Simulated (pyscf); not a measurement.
Single points on ωB97X-D3(BJ)/def2-SVP structures (PySCF, gas phase).

**Question.** For `[O]=[Cr](=[O])=[O]` + `[OH][SiH3]` → `[O]=[Cr](=[O])([OH])[O][SiH3]`, an addition across a multiple bond or ene-type step (singlet surface; H–O broken, Cr–O, H–O formed), PBE/def2-TZVP gives ΔE‡ = -0.83 eV and ΔE = -2.59 eV (zero: the separated reactants). In which direction and how far do B3LYP-D3(BJ)/def2-TZVP, M06-2X/def2-TZVP, ωB97M-D3(BJ)/def2-TZVP move these?

**Answer.** B3LYP-D3(BJ): ΔE‡ = -0.84 eV, ΔE = -2.76 eV; M06-2X: ΔE‡ = -0.92 eV, ΔE = -2.81 eV; ωB97M-D3(BJ): ΔE‡ = -0.71 eV, ΔE = -2.63 eV. PBE's barrier lies among them. Its reaction energy lies over all of them, by 0.04 to 0.22 eV. On the reactant side the descent ends in an adduct with a Cr–O contact, 1.92 eV under the separated species and 1.07 eV under the saddle at ωB97X-D3(BJ)/def2-TZVP. At PBE, B3LYP-D3(BJ), M06-2X, ωB97M-D3(BJ) the saddle lies under the separated reactants, which points to a path from their complex (located at ωB97X-D3(BJ) alone). What is counted as formed (Cr–O) is already present as a longer contact in the reactant adduct; forming that adduct is a step of its own. At ωB97X-D3(BJ) the barrier from the zero used here is -0.85 eV. One saddle was located; it need not be the lowest between these sides.
